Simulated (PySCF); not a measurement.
**Ta (tantalum, neutral) across methods**

[Xe] 4f14 5d3 6s1 6p1, one real determinant (an excited configuration). Calculation: PySCF 2.14, in aug-cc-pVTZ-PP with ECP60MDF; scalar relativity through the core potential.

| method | E (hartree) | mean ε 6s α (eV) | mean ε 5d α (eV) | mean ε 6p α (eV) | Σ⟨r²⟩ (bohr²) | ⟨S²⟩ |
| --- | --- | --- | --- | --- | --- | --- |
| TPSS | -57.1996 | -6.780 | -5.791 | -2.452 | 66.81 | 8.751 |
| LC-wPBE | -57.2207 | -9.998 | -9.513 | -5.089 | 64.81 | 8.752 |
| PBE0 | -57.1938 | -7.663 | -7.013 | -3.095 | 66.44 | 8.751 |
| PBE | -57.2225 | -6.844 | -5.793 | -2.467 | 67.08 | 8.751 |
| r2SCAN | -57.2385 | -7.104 | -6.142 | -2.562 | 66.17 | 8.752 |
| HSE06 | -57.1938 | -7.270 | -6.609 | -2.724 | 66.73 | 8.751 |
| TPSSh | -57.1897 | -7.103 | -6.273 | -2.696 | 66.60 | 8.751 |
| LDA | -57.0486 | -7.057 | -5.771 | -2.522 | 67.01 | 8.750 |

(1) Estimate the same row for UHF.

⟨L²⟩ = 14.02 against 20 for a pure G term, so this real determinant mixes terms. Energies and moments cover only the electrons outside the core potential. Spin-orbit coupling, absent here, splits the open shell strongly.

Answers

(1) E (hartree) = -56.70341; mean ε 6s α (eV) = -9.751; mean ε 5d α (eV) = -10.211; mean ε 6p α (eV) = -4.848; Σ⟨r²⟩ (bohr²) = 66.72; ⟨S²⟩ = 8.755.
